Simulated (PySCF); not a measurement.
C₂H₅FO₂Si, SMILES O=CC[Si@H](O)F.

Geometry optimised at B3LYP-D3(BJ)/def2-SVP. The structure was generated by enumeration; whether it is a known compound was not checked. Other conformers were not sampled.

Level of theory: PySCF with PBE/def2-TZVP.

```
Item                                                                                                            Value
---------------------------------------------------------------------------------------------  ----------------------
total energy                                                                                       -618.76921 hartree
highest occupied level                                                                                       -6.51 eV
lowest empty level                                                                                           -2.60 eV
orbital gap                                                                                                   3.91 eV
dipole moment                                                                                                  3.22 D
quadrupole, principal values (traceless, Buckingham form, about the centre of nuclear charge)   -4.96, 0.89, 4.07 D·Å
mean static polarisability                                                                       54.7 bohr³ (8.10 Å³)
polarisability, principal values                                                               44.2, 56.6, 63.3 bohr³
```
